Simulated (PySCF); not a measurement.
A calculated (B3LYP, PySCF 2.14, x2c-SVPall, the spin-free X2C one-electron Hamiltonian (Gaussian nucleus)) atom or ion has these occupied shells.

| shell | electrons | orbital energy (eV) | rms radius, mean of both spins (bohr) |
| --- | --- | --- | --- |
| 1s | 2 | -15989.8 | 0.0451 |
| 2s | 2 | -2193.3 | 0.187 |
| 2p | 6 | -1951.2 | 0.166 |
| 3s | 2 | -358.34 | 0.526 |
| 3p | 6 | -279.36 | 0.537 |
| 3d | 10 | -148.90 | 0.549 |
| 4s | 2 | -58.007 | 1.46 |
| 4p | 6 | -38.665 | 1.68 |

Task: Name the element and its charge.

Result: Sr²⁺ (strontium, charge +2), in [Kr], closed-shell 1S.
